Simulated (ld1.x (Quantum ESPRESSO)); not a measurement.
# Which change was made? (Cr, TM semilocal)

| Property | Result |
| --- | --- |
| Element | chromium (Cr) |
| Generator | ld1.x (Quantum ESPRESSO) 7.5 |
| Type | norm-conserving Troullier–Martins (semilocal form) |
| Functional | PBEsol |
| Relativity | scalar-relativistic |
| Frozen core | [Ar] |
| Valence charge | 6 |
| Reference configuration | 3d5 4s0 4p1 |
| Partial waves | 4s (bound, empty): rc 2.95 bohr; 4p (bound): rc 3.05 bohr; 3d (bound): rc 1.90 bohr |
| Local potential | the d channel |
| Core correction | none |

Cutoffs, loose and tight: the cutoffs (Ry, on a coarse ladder) from which the occupation-weighted sum of valence levels, in a spherical-Bessel basis at the reference potential, stays within 10 and 1 mRy of its value at 400 Ry. They do not see the model core or the augmentation charge, which bear on the density cutoff. Test errors are all-electron minus pseudo excitation energies from the reference, over the configurations 3d5 4s1 4p0; 3d5 4s0 4p0; 3d4 4s0 4p0; 3d2 4s0 4p0; 3d5 4s0.5 4p0; 3d5.5 4s0.5 4p0; 3d4 4s1 4p1; variants that change the core or the reference have their own tests. The largest error is taken over the tests solved by every variant that gives reliable tests at all, those not shown here included: 3d2 4s0 4p0; 3d4 4s0 4p0; 3d4 4s1 4p1; 3d5 4s0 4p0; 3d5 4s0.5 4p0; 3d5 4s1 4p0.

The base gives: outcome: generated; cutoff, loose: 70 Ry; cutoff, tight: 80 Ry; bound ghosts: none; largest test error (meV): -547.

(1) After one change the result is: outcome: generated; cutoff, loose: 70 Ry; cutoff, tight: 80 Ry; bound ghosts: none; largest test error (meV): -276. Which change was it?
A. all radii scaled by about 1.10 (s 3.24, p 3.34, d 2.08 bohr)
B. wave 3d (bound): rc 1.90 bohr becomes 3d (bound): rc 2.80 bohr
C. reference 3d3 4s0 4p0

Results:

(1) C. The others give: wave 3d (bound): rc 1.90 bohr becomes 3d (bound): rc 2.80 bohr → outcome: generated; cutoff, loose: 40 Ry; cutoff, tight: 45 Ry; bound ghosts: none; largest test error (meV): +2573 | all radii scaled by about 1.10 (s 3.24, p 3.34, d 2.08 bohr) → outcome: generated; cutoff, loose: 60 Ry; cutoff, tight: 70 Ry; bound ghosts: none; largest test error (meV): -198.
